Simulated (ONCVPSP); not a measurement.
# N: one change to an ONCV potential, before and after

```json
{
  "Element": "nitrogen (N)",
  "Generator": "ONCVPSP 4.0.1",
  "Type": "optimised norm-conserving Vanderbilt (ONCV)",
  "Functional": "LDA (Perdew-Wang 92)",
  "Relativity": "scalar-relativistic",
  "Frozen core": "[He]",
  "Valence charge": "5",
  "Reference configuration": "2s2 2p3",
  "Partial waves": "2s: rc 0.70 bohr, ncon 3, nbas 8, qcut 9.4 1/bohr, local; 2p: rc 2.45 bohr, ncon 4, nbas 9, qcut 5.3 1/bohr, 1 projector; d scattering state at 0.15 Ha: rc 2.65 bohr, ncon 4, nbas 9, qcut 3.5 1/bohr, 2 projectors, debl 2.5 Ha",
  "Local potential": "the s channel",
  "Core correction": "Teter function, fcfact 2.25, rcfact 1.45"
}
```

All-electron outer shells of the reference configuration (LDA (PZ), scalar-relativistic, ld1.x):

| shell | level (eV) | outermost node (bohr) | outermost maximum (bohr) |
| --- | --- | --- | --- |
| 1s | -381.53 | – | 0.15 |
| 2s | -18.42 | 0.32 | 1.02 |
| 2p | -7.24 | – | 0.97 |

Change: p: ncon 3, nbas 8.

Cutoffs: the cutoffs (Ha) at which the residual kinetic energy of the hardest occupied pseudo-wave falls to 1 and 0.1 mHa per electron; they do not see the model core or the augmentation charge, which bear on the density cutoff. Errors are all-electron minus pseudo energies relative to the spin-unpolarised reference configuration.

Problem. How do hardness, ghosts and transferability respond?

Solution. The potential gets neither clearly harder nor softer (30 Ha and 261 Ha → 30 Ha and 261 Ha); both files keep a bound ghost (d); of the 4 tests that both files solve, the error grows in 1 and shrinks in 0 by more than 15 % and 0.3 meV (median size 636.5 → 704.0 meV).

```csv
quantity,base,changed
"cutoff, loose",30 Ha,30 Ha
"cutoff, tight",261 Ha,261 Ha
loose cutoff by channel,"s 30 Ha, p 11 Ha","s 30 Ha, p 10 Ha"
bound ghosts,d,d
GHOST(+) flags under 300 eV,none,none
"error for 2s2 2p2, meV [ΔE 13.73 eV]",+144,+162
"error for 2s2 2p1, meV [ΔE 42.70 eV]",+1129,+1246
"error for 2s2 2p0, meV [ΔE 89.87 eV]",+4109,+4463
"error for 2s2 2p2.5, meV [ΔE 5.17 eV]",+22,+26
s: phases at 0.71 bohr within 0.05 rad from the reference energy up to (Ha; the scan ends near 5),to the end of the scan,to the end of the scan
p: phases at 2.49 bohr within 0.05 rad from the reference energy up to (Ha; the scan ends near 5),0.3,0.2
d: phases at 2.69 bohr within 0.05 rad from the reference energy up to (Ha; the scan ends near 5),4.4,4.4
"rms error of d²Exc/dni dnj with the model core, mHa",0.67,0.59
```

 A true bound ghost makes a file unfit for plane-wave use even where its test errors are small: the radial tests pick states by their node count and pass the ghost by.
